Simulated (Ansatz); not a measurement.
This geometry of AlH6NOSi (10 atoms, charge 0, multiplicity 1) is a first-order saddle point.

The calculation used UKS PBE-D4/STO-3G in Ansatz.

```xyz
10
Properties=species:S:1:pos:R:3
N -0.476 2.042 0.329
Al -0.846 0.403 0.761
O -0.755 -0.748 -0.508
Si 0.711 -1.568 -0.709
H -0.555 2.868 0.961
H -0.114 2.367 -0.594
H -1.389 0.105 2.133
H 0.557 -2.489 -1.830
H 1.841 -0.680 -1.006
H 1.109 -2.351 0.467
```

(1) Which two structures does it join? (They come from a converged band through this point; their orientation in space is the band's.)

(2) How far does it lie above each of them?

Answers

(1) No bond is made or broken.

First end point:

```xyz
10
Properties=species:S:1:pos:R:3
N -0.069 1.631 0.628
Al -1.213 0.322 0.706
O -0.839 -1.181 -0.019
Si 0.673 -1.325 -0.798
H -0.224 2.574 1.047
H 0.871 1.624 0.177
H -2.531 0.495 1.403
H 0.759 -2.679 -1.332
H 0.845 -0.388 -1.912
H 1.811 -1.124 0.103
```

Last end point:

```xyz
10
Properties=species:S:1:pos:R:3
N -0.167 2.283 0.858
Al -0.491 0.619 0.486
O 0.743 -0.105 -0.456
Si 0.501 -1.748 -0.856
H -0.786 2.909 1.418
H 0.675 2.822 0.563
H -1.750 -0.049 0.978
H 1.641 -2.169 -1.663
H 0.433 -2.628 0.315
H -0.716 -1.985 -1.640
```

(2) 3.8 kcal/mol above the first and 3.5 kcal/mol above the second. This is the barrier of this one path; another mechanism may lie lower. Limits of this set-up: minimal basis.

The run took 3.4 min on 1 thread of Intel(R) Xeon(R) 6975P-C (Granite Rapids) (shared host), peak memory 0.14 GiB.
